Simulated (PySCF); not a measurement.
MgFBr, SMILES [F][Mg][Br].

Geometry: PBE0-D3(BJ)/def2-TZVP.

The numbers are results of ωB97X/def2-TZVPD run with PySCF, not measurements.

Gas-phase values at a fixed geometry.

The total energy comes out as -2874.27229 hartree and the point group comes out as C∞v. The highest occupied level is -10.85 eV and the lowest empty level is -0.02 eV. The orbital gap is 10.83 eV, the dipole moment comes out as 0.06 D and the quadrupole, principal values (traceless, Buckingham form, about the centre of nuclear charge) is -17.24, 8.62, 8.62 D·Å. The mean static polarisability comes out as 41.7 bohr³ (6.18 Å³). The polarisability, principal values is 38.5, 38.5, 48.0 bohr³.
